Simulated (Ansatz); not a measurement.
Consider the redistribution: `[F][In]([SH])[Br]` + `[SH][Al]([SH])[Cl]` → `[SH][In]([SH])[Br]` + `[F][Al]([SH])[Cl]`.

Computed with Ansatz on PBE0-D4/def2-TZVP structures; ΔE is electronic, products minus reactants. CBS: MP2 limit from def2 TZ/QZ plus the TZ coupled-cluster correction, frozen cores. DFT in def2-TZVPP. B3LYP here is the variant with VWN-RPA as its local correlation; programs differ in this. HSE06 is defined as in plane-wave codes. def2 core potentials past Kr. For Br, In outer-core shells are correlated without core-valence functions, which leaves a few kJ/mol of doubt a bond. Scalar relativity is left out up to krypton. One conformer a species, not always the lowest.

| level | ΔE (kJ/mol) | difference from CCSD(T)/CBS |
| --- | --- | --- |
| LDA (SPW92) | -102.1 | 3.5 |
| PBE-D4 | -94.0 | 11.6 |
| revPBE-D4 | -90.9 | 14.7 |
| BLYP-D4 | -97.9 | 7.7 |
| r2SCAN-D4 | -100.3 | 5.3 |
| B97M-V | -98.4 | 7.2 |
| PBE0-D4 | -100.2 | 5.4 |
| B3LYP-D4 | -103.3 | 2.3 |
| r2SCANh-D4 | -102.5 | 3.1 |
| r2SCAN0-D4 | -105.5 | 0.1 |
| HSE06-D4 | -100.3 | 5.3 |
| BHLYP-D4 | -108.9 | -3.3 |
| CAM-B3LYP-D4 | -103.6 | 2.0 |
| ωB97X-V | -98.3 | 7.3 |
| ωB97M-V | -102.4 | 3.2 |
| B2PLYP | -105.6 | 0.0 |
| PBE-QIDH | -106.2 | -0.6 |
| PBE | -94.1 | 11.5 |
| BLYP | -98.4 | 7.2 |
| r2SCAN | -100.3 | 5.3 |
| PBE0 | -100.3 | 5.3 |
| B3LYP | -103.5 | 2.1 |
| r2SCANh | -102.5 | 3.1 |
| HSE06 | -100.3 | 5.3 |
| BHLYP | -108.5 | -2.9 |
| CAM-B3LYP | -103.6 | 2.0 |
| LC-ωPBE | -95.2 | 10.4 |
| RPA@PBE/def2-TZVPP | -104.9 | 0.7 |
| CCSD/def2-SVP | -103.5 | 2.1 |
| CCSD(T)/def2-SVP | -102.6 | 3.0 |
| HF/def2-TZVPP | -109.4 | -3.8 |
| MP2/def2-TZVPP | -112.4 | -6.8 |
| SCS-MP2/def2-TZVPP | -109.7 | -4.1 |
| CCSD/def2-TZVPP | -109.8 | -4.2 |
| CCSD(T)/def2-TZVPP | -108.0 | -2.4 |
| HF/def2-QZVPP | -109.8 | -4.2 |
| MP2/def2-QZVPP | -111.1 | -5.5 |
| SCS-MP2/def2-QZVPP | -108.4 | -2.8 |
| HF/CBS(def2) | -109.8 | -4.2 |
| CCSD/CBS(def2) | -107.4 | -1.8 |
| CCSD(T)/CBS | -105.6 | 0 |

Largest T1 diagnostic among the species: 0.013.

From BLYP to BHLYP (50 % exact exchange), in def2-TZVPP and without D4, ΔE moves by −10.1 kJ/mol. Leaving LDA and LC-ωPBE aside and taking each functional with its dispersion term where it has one, the values spread over 18.0 kJ/mol, from BHLYP-D4 to revPBE-D4. LDA lies −8.0 kJ/mol from PBE without D4.
